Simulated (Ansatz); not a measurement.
The same molecule with X = B, Al, Ga. Ansatz, PBE0-D4/def2-TZVP geometries, multiplicity 1.

Scalar relativity is left out up to krypton.

```json
{"X": "B", "molecule": "`B1O[SiH2]1`", "mean X–H bond length / Å": "1.189", "mean X–O bond length / Å": "1.340", "mean X–Si bond length / Å": "1.899", "size of the dipole moment (PBE/def2-TZVPP) / D": "0.91", "HOMO energy (PBE/def2-TZVPP) / eV": "-5.98", "HOMO energy (PBE0/def2-TZVPP) / eV": "-7.11"}
{"X": "Al", "molecule": "`[O]1[AlH][SiH2]1`", "mean X–H bond length / Å": "1.578", "mean X–O bond length / Å": "1.740", "mean X–Si bond length / Å": "2.271", "size of the dipole moment (PBE/def2-TZVPP) / D": "1.51", "HOMO energy (PBE/def2-TZVPP) / eV": "-5.31", "HOMO energy (PBE0/def2-TZVPP) / eV": "-6.33"}
```

Task: Give the row for X = Ga, `[O]1[SiH2][GaH]1`. (Estimate.)

Result: Ansatz gave: 
```tsv
X	molecule	mean X–H bond length / Å	mean X–O bond length / Å	mean X–Si bond length / Å	size of the dipole moment (PBE/def2-TZVPP) / D	HOMO energy (PBE/def2-TZVPP) / eV	HOMO energy (PBE0/def2-TZVPP) / eV
Ga	`[O]1[SiH2][GaH]1`	1.554	1.911	2.271	1.58	-5.47	-6.49
```

From B to Ga the mean X–H bond length isn't monotonic: highest at Al, lowest at B; the mean X–O bond length rises at each step, by 0.571 Å in all; the mean X–Si bond length isn't monotonic: highest at Al, lowest at B; the HOMO energy (PBE/def2-TZVPP) isn't monotonic: highest at Al, lowest at B; the HOMO energy (PBE0/def2-TZVPP) isn't monotonic: highest at Al, lowest at B. Dipoles are sizes alone, and their direction can turn along the series.
